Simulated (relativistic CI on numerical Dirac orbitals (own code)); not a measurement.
## Radial parameters of N²⁺

Computed by Dirac-Coulomb-Breit CI, KLI orbitals optimised for each configuration, model QED, valence Slater integrals scaled by 0.85, P86 correlation energy added to each configuration (own radial code, finite nucleus).

Slater integrals F^k, G^k are unscaled and averaged over j, outside the closed core 1s2; ζ comes from projecting the Hamiltonian with its Breit term on Σ l·s of the shell.

- 2s2 2p: ζ(2p) = 117.27 cm⁻¹; <r>(2p) = 1.137, <r^2>(2p) = 1.596 (bohr units).
- 2s 2p2: F^2(2p,2p) = 82016, G^1(2s,2p) = 105340, ζ(2p) = 113.03 cm⁻¹; <r>(2s) = 1.172, <r^2>(2s) = 1.622, <r>(2p) = 1.139, <r^2>(2p) = 1.6 (bohr units).
- 2p3: F^2(2p,2p) = 80896, ζ(2p) = 110.43 cm⁻¹; <r>(2p) = 1.152, <r^2>(2p) = 1.643 (bohr units).

In this model ζ of a weakly bound d, f or g electron outside closed shells comes out too small, for d by up to a factor of two or three and at times with the wrong sign; that of an outer p electron is too small as well.

Correlation outside the listed configurations is missing or only estimated: errors of thousands of cm⁻¹ between configurations and terms are usual at this charge. Rates and lifetimes follow the computed energies and can be off by large factors. The fine structure of a lone outer electron comes out too small, for d and f at times inverted, and misplaced configurations move strength between like terms. 58 of the 69 excited levels that our extract of the measured tables holds in this range could be paired (the sources list more); they are missed by 2712 cm⁻¹ on average and 14194 at most, and levels without a partner can miss by more.

Averages of the first 10 configurations, taken without configuration mixing, which lowers the lowest level and can move excited configurations by several eV; other configurations of the list can lie among them:

| Configuration | Parity | States | Average energy above the lowest level (eV) |
| --- | --- | --- | --- |
| 2s2 2p | odd | 6 | 1.1 |
| 2s 2p2 | even | 30 | 12.0 |
| 2p3 | odd | 20 | 26.5 |
| 2s2 3s | even | 2 | 29.0 |
| 2s2 3p | odd | 6 | 32.2 |
| 2s2 3d | even | 10 | 34.6 |
| 2s2 4s | even | 2 | 38.9 |
| 2p2 3s | even | 30 | 51.0 |
| 2s 2p 3s | odd | 24 | 38.0 |
| 2s2 4p | odd | 6 | 40.1 |
